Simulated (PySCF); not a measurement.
(1-methylcyclopropyl)methanol (C5H10O), SMILES CC1(CO)CC1. Atoms are numbered in the order given.

```xyz
16

C     -1.1005    -1.5891     0.0000
C     -0.1487    -0.4111     0.0000
C     -0.8625     0.9275     0.0000
O      0.0762     1.9825     0.0000
C      1.1500    -0.5258    -0.7560
C      1.1500    -0.5258     0.7560
H     -1.7508    -1.5786    -0.8917
H     -1.7508    -1.5786     0.8917
H     -0.5503    -2.5422     0.0000
H     -1.5219     0.9754    -0.8926
H     -1.5219     0.9754     0.8926
H     -0.4026     2.8191     0.0000
H      1.5242     0.3729    -1.2515
H      1.3553    -1.4652    -1.2781
H      1.3553    -1.4652     1.2781
H      1.5242     0.3729     1.2515
```
Charge 0, spin multiplicity 1.

Geometry: B3LYP-D3(BJ)/def2-SVP. Other conformers were not sampled.

All values below come from PBE/def2-TZVP run with PySCF.

| Quantity | Value |
|---|---|
| total energy | -271.48733 hartree |
| point group | Cs |
| highest occupied level | -5.96 eV |
| lowest empty level | 0.16 eV |
| orbital gap | 6.12 eV |
| dipole moment | 1.51 D |
| quadrupole, principal values (traceless, Buckingham form, about the centre of nuclear charge) | -4.71, -2.87, 7.58 D·Å |
| mean static polarisability | 65.8 bohr³ (9.75 Å³) |
| polarisability, principal values | 60.3, 67.8, 69.2 bohr³ |
